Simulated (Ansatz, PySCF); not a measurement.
This Ansatz (a program for electronic structure) input computes a B3LYP/def2-TZVPD energy:

Ansatz 0.2 input:
```yaml
crystal:
  periodic: [false, false, false]
  atoms:
    - {symbol: Si, position_ang: [-0.03384011, 0.01282815, -0.34972143]}
    - {symbol: C, position_ang: [1.48176743, -0.96613456, -0.01309480]}
    - {symbol: C, position_ang: [-1.49387982, -0.59814401, 0.62898622]}
    - {symbol: F, position_ang: [0.26226463, 1.54946782, 0.04035702]}
    - {symbol: H, position_ang: [-0.35147091, 0.01759264, -1.79925697]}
    - {symbol: H, position_ang: [2.47853984, -0.54303757, -0.07307541]}
    - {symbol: H, position_ang: [1.45478292, -2.02425115, 0.22436826]}
    - {symbol: H, position_ang: [-2.38097876, 0.00246722, 0.41961950]}
    - {symbol: H, position_ang: [-1.71875163, -1.63451453, 0.36427467]}
    - {symbol: H, position_ang: [-1.29606723, -0.55738963, 1.70160837]}
basis:
  gaussian:
    orbitals: def2-TZVPD
hamiltonian:
  xc: {name: B3LYP}
magnetization: {spin_polarized: true, initial_magnetization: 1}
output: {forces: true}
```

Problem. Write an input for the same energy in PySCF and say what it gives.

Solution. 
```python
from pyscf import gto, scf, dft

mol = gto.M(
    atom='''
    Si   -0.03384011    0.01282815   -0.34972143
    C     1.48176743   -0.96613456   -0.01309480
    C    -1.49387982   -0.59814401    0.62898622
    F     0.26226463    1.54946782    0.04035702
    H    -0.35147091    0.01759264   -1.79925697
    H     2.47853984   -0.54303757   -0.07307541
    H     1.45478292   -2.02425115    0.22436826
    H    -2.38097876    0.00246722    0.41961950
    H    -1.71875163   -1.63451453    0.36427467
    H    -1.29606723   -0.55738963    1.70160837
    ''',
    basis='def2-tzvpd',
    charge=0,
    spin=1,
    verbose=4,
)

mf = dft.UKS(mol, xc='b3lyp').density_fit(auxbasis='def2-universal-jkfit')
mf.grids.level = 3
mf.conv_tol = 1e-9
mf.max_cycle = 100
mf.max_memory = 1500
mf.kernel()
if not mf.converged:
    mf = mf.newton()
    mf.kernel(mf.make_rdm1())
for _ in range(2):
    mo, _, stable, _ = mf.stability(return_status=True)
    if stable:
        break
    mf.kernel(mf.make_rdm1(mo, mf.mo_occ))
mf.analyze()
```
It gives -469.29518 Eh, and Ansatz -469.29509 Eh, a difference of 0.09 mEh, from the treatment of integrals and grids.

It need not be the lowest isomer of its formula.
